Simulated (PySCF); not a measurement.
Job for PySCF: R-M06-2X/def2-TZVPPD on C2H4 (SMILES C=C).

```python
from pyscf import gto, dft

mol = gto.M(
    atom='''
    C     0.72255759    0.10536951    0.54328835
    C    -0.56149168   -0.21801594    0.49865039
    H     1.31211242    0.21835379   -0.35854265
    H     1.23772250    0.27087242    1.48170338
    H    -1.15372802   -0.33155841    1.39853380
    H    -1.07401047   -0.38261182   -0.44149369
    ''',
    basis='def2-tzvppd',
    charge=0, spin=0, verbose=4, max_memory=1800)
mf = dft.RKS(mol, xc='m062x').density_fit(auxbasis='def2-universal-jkfit')
mf.grids.level = 4
mf.conv_tol = 1e-9
mf.max_cycle = 150
mf.kernel()
mf.dip_moment()
```

Output:

```
PySCF version 2.14.0

[INPUT] verbose = 4
[INPUT] num. atoms = 6
[INPUT] num. electrons = 16
[INPUT] charge = 0
[INPUT] spin (= nelec alpha-beta = 2S) = 0
[INPUT] symmetry False subgroup None
[INPUT] Mole.unit = angstrom
[INPUT] Symbol           X                Y                Z      unit          X                Y                Z       unit  Magmom
[INPUT]  1 C      0.722557590000   0.105369510000   0.543288350000 AA    1.365435954326   0.199119515780   1.026666188167 Bohr   0.0
[INPUT]  2 C     -0.561491680000  -0.218015940000   0.498650390000 AA   -1.061065496422  -0.411990417390   0.942312669008 Bohr   0.0
[INPUT]  3 H      1.312112420000   0.218353790000  -0.358542650000 AA    2.479533118440   0.412628861361  -0.677547412476 Bohr   0.0
[INPUT]  4 H      1.237722500000   0.270872420000   1.481703380000 AA    2.338956543212   0.511874688498   2.800013586042 Bohr   0.0
[INPUT]  5 H     -1.153728020000  -0.331558410000   1.398533800000 AA   -2.180229980037  -0.626554589196   2.642845857947 Bohr   0.0
[INPUT]  6 H     -1.074010470000  -0.382611820000  -0.441493690000 AA   -2.029585643215  -0.723031551821  -0.834302159824 Bohr   0.0

nuclear repulsion = 33.4780705719137
number of shells = 54
number of NR pGTOs = 180
number of NR cGTOs = 142
basis = def2-tzvppd
ecp = {}


******** <class 'pyscf.df.df_jk.DFRKS'> ********
method = DFRKS
initial guess = minao
damping factor = 0
level_shift factor = 0
DIIS = <class 'pyscf.scf.diis.CDIIS'>
diis_start_cycle = 1
diis_space = 8
diis_damp = 0
SCF conv_tol = 1e-09
SCF conv_tol_grad = None
SCF max_cycles = 150
direct_scf = False
XC library pyscf.dft.libxc version 7.1.2
    S. Lehtola, C. Steigemann, M. J. T. Oliveira, and M. A. L. Marques,  SoftwareX 7, 1–5 (2018)
XC functionals = m062x
    Y. Zhao and D. G. Truhlar,  Theor. Chem. Acc. 120, 215 (2008)
    Y. Zhao and D. G. Truhlar,  Theor. Chem. Acc. 120, 215 (2008)
radial grids:
    Treutler-Ahlrichs [JCP 102, 346 (1995); DOI:10.1063/1.469408] (M4) radial grids

becke partition: Becke, JCP 88, 2547 (1988); DOI:10.1063/1.454033
pruning grids: <function nwchem_prune>
grids dens level: 4
symmetrized grids: False
atomic radii adjust function: <function treutler_atomic_radii_adjust>
small_rho_cutoff = 0
Set gradient conv threshold to 3.16228e-05
Initial guess from minao.
tot grids = 120048
******** <class 'pyscf.df.df.DF'> ********
auxbasis = def2-universal-jkfit
init E= -78.6391499892709
  HOMO = -0.320799208808392  LUMO = -0.047172934990698  gap/eV = 7.44575
cycle= 1 E= -78.5615005274735  delta_E= 0.0776  |g|= 0.217  |ddm|= 1.57
  HOMO = -0.300310791652713  LUMO = 0.0317426122122794  gap/eV = 9.03563
cycle= 2 E= -78.567807110651  delta_E= -0.00631  |g|= 0.151  |ddm|= 0.364
  HOMO = -0.340833573319589  LUMO = 0.0288776740680194  gap/eV = 10.06036
cycle= 3 E= -78.5735527988305  delta_E= -0.00575  |g|= 0.018  |ddm|= 0.104
  HOMO = -0.336493384737768  LUMO = 0.0292486701847819  gap/eV = 9.95235
cycle= 4 E= -78.5736375419839  delta_E= -8.47e-05  |g|= 0.00131  |ddm|= 0.0182
  HOMO = -0.336394534805311  LUMO = 0.0292284655073037  gap/eV = 9.94911
cycle= 5 E= -78.5736380168492  delta_E= -4.75e-07  |g|= 0.000205  |ddm|= 0.00285
  HOMO = -0.336358690021346  LUMO = 0.0292281538416462  gap/eV = 9.94812
cycle= 6 E= -78.5736380310183  delta_E= -1.42e-08  |g|= 2.28e-05  |ddm|= 0.000305
  HOMO = -0.336360946867472  LUMO = 0.0292275952722509  gap/eV = 9.94817
cycle= 7 E= -78.5736380313507  delta_E= -3.32e-10  |g|= 2.78e-06  |ddm|= 6.85e-05
  HOMO = -0.336360944532004  LUMO = 0.029227585435209  gap/eV = 9.94817
Extra cycle  E= -78.573638031356  delta_E= -5.29e-12  |g|= 1.26e-06  |ddm|= 7.62e-06
converged SCF energy = -78.573638031356
Dipole moment(X, Y, Z, Debye): -0.00010,  0.00032, -0.00009
```

The calculation finished and met its thresholds.

Cost: about 9 core-seconds (a rough figure).
